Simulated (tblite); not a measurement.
Species: C6H9N2O (charge +1).
Numbering: `[CH3:1][O:2][c:3]1[cH:4][n:5][cH:6][cH:7][n+:8]1[CH3:9]` (hydrogens: H10, H11, H12 on C1; H13 on C4; H14 on C6; H15 on C7; H16, H17, H18 on C9)
Bond orders are those of one Lewis drawing.

Computed with GFN2-xTB (tblite), gas phase: Langevin dynamics at 300 K from the optimised GFN2-xTB geometry, time step 0.5 fs, friction 0.01 fs⁻¹, 2000 steps.

Start geometry:
```
atom  x, y, z in Å
C1      2.649   -0.392    0.175
O2      1.275   -0.779    0.171
C3      0.335    0.119   -0.002
C4      0.501    1.510   -0.195
N5     -0.513    2.314   -0.357
C6     -1.743    1.816   -0.342
C7     -1.970    0.469   -0.158
N8     -0.930   -0.366    0.010
C9     -1.117   -1.785    0.207
H10     2.858    0.303    0.990
H11     3.204   -1.315    0.331
H12     2.934    0.050   -0.780
H13     1.484    1.957   -0.214
H14    -2.552    2.517   -0.481
H15    -2.962    0.043   -0.143
H16    -0.602   -2.338   -0.579
H17    -0.683   -2.085    1.163
H18    -2.176   -2.030    0.193
```

The statistics below take the 31 frames saved every 25 fs from 250 to 1000 fs; their kinetic temperature (all 3N coordinates) averages 283 K.

Task: Give the mean, spread and extremes of the bond lengths.

Result: 
| bond | start (Å) | mean (Å) | standard deviation (Å) | shortest (Å) | longest (Å) |
| --- | --- | --- | --- | --- | --- |
| C1–O2 | 1.427 | 1.433 | 0.033 | 1.381 | 1.523 |
| O2–C3 | 1.312 | 1.312 | 0.024 | 1.272 | 1.364 |
| C3–C4 | 1.414 | 1.425 | 0.028 | 1.365 | 1.474 |
| C4–N5 | 1.305 | 1.309 | 0.023 | 1.280 | 1.363 |
| N5–C6 | 1.328 | 1.329 | 0.020 | 1.289 | 1.373 |
| C6–C7 | 1.379 | 1.374 | 0.026 | 1.323 | 1.436 |
| C7–N8 | 1.344 | 1.344 | 0.027 | 1.298 | 1.391 |
| N8–C9 | 1.444 | 1.454 | 0.029 | 1.373 | 1.518 |
| C3–N8 | 1.356 | 1.359 | 0.025 | 1.307 | 1.419 |
| C1–H10 | 1.091 | 1.094 | 0.022 | 1.057 | 1.137 |
| C1–H11 | 1.088 | 1.092 | 0.025 | 1.046 | 1.138 |
| C1–H12 | 1.091 | 1.096 | 0.024 | 1.044 | 1.157 |
| C4–H13 | 1.080 | 1.085 | 0.032 | 1.027 | 1.148 |
| C6–H14 | 1.079 | 1.085 | 0.036 | 1.031 | 1.163 |
| C7–H15 | 1.079 | 1.083 | 0.027 | 1.035 | 1.140 |
| C9–H16 | 1.091 | 1.093 | 0.031 | 1.034 | 1.152 |
| C9–H17 | 1.091 | 1.098 | 0.030 | 1.045 | 1.199 |
| C9–H18 | 1.086 | 1.094 | 0.030 | 1.035 | 1.156 |

Task: How far does each atom move about its mean position (frames aligned on the start, all atoms weighted alike), and what rms force does it feel?

Result: 
| atom | rms displacement (Å) | rms force (eV/Å) |
| --- | --- | --- |
| C1 | 0.09 | 1.46 |
| O2 | 0.12 | 1.27 |
| C3 | 0.11 | 1.95 |
| C4 | 0.14 | 1.98 |
| N5 | 0.09 | 1.42 |
| C6 | 0.10 | 2.05 |
| C7 | 0.09 | 2.01 |
| N8 | 0.08 | 1.75 |
| C9 | 0.08 | 1.92 |
| H10 | 0.34 | 0.78 |
| H11 | 0.28 | 0.86 |
| H12 | 0.32 | 0.81 |
| H13 | 0.23 | 1.09 |
| H14 | 0.18 | 1.25 |
| H15 | 0.20 | 0.99 |
| H16 | 0.93 | 1.04 |
| H17 | 0.91 | 1.04 |
| H18 | 0.92 | 1.09 |

The displacements run from 0.08 to 0.93 Å, the largest at H16.

Task: Follow the torsion C1–O2–C3–C4 through every second one of these frames.

Result: 
```json
{"t (fs)": "250", "C1–O2–C3–C4 (°)": "-15"}
{"t (fs)": "300", "C1–O2–C3–C4 (°)": "0"}
{"t (fs)": "350", "C1–O2–C3–C4 (°)": "5"}
{"t (fs)": "400", "C1–O2–C3–C4 (°)": "9"}
{"t (fs)": "450", "C1–O2–C3–C4 (°)": "-6"}
{"t (fs)": "500", "C1–O2–C3–C4 (°)": "-11"}
{"t (fs)": "550", "C1–O2–C3–C4 (°)": "-10"}
{"t (fs)": "600", "C1–O2–C3–C4 (°)": "9"}
{"t (fs)": "650", "C1–O2–C3–C4 (°)": "1"}
{"t (fs)": "700", "C1–O2–C3–C4 (°)": "8"}
{"t (fs)": "750", "C1–O2–C3–C4 (°)": "3"}
{"t (fs)": "800", "C1–O2–C3–C4 (°)": "-3"}
{"t (fs)": "850", "C1–O2–C3–C4 (°)": "-5"}
{"t (fs)": "900", "C1–O2–C3–C4 (°)": "-12"}
{"t (fs)": "950", "C1–O2–C3–C4 (°)": "11"}
{"t (fs)": "1000", "C1–O2–C3–C4 (°)": "17"}
```

Largest departure from the start value over all these frames: C1–O2–C3–C4 23° (start 0°).

Task: How widely does the potential energy scatter, against a harmonic estimate?

Result: Mean 0.58 eV above the start, standard deviation 0.118 eV, range 0.36 to 0.89 eV. For 48 classical harmonic modes at 300 K the canonical values are 48kT/2 = 0.62 eV and kT·√(48/2) = 0.127 eV.

The run is classical and short, so these are rough statistics of one trajectory.

What follows is the cost of the whole dynamics run. Hardware: one thread of an Intel Xeon 6975P-C, shared host with 192 logical CPUs at a one-minute load of 94. Cost: 14 s wall, 0.18 GiB resident at most.
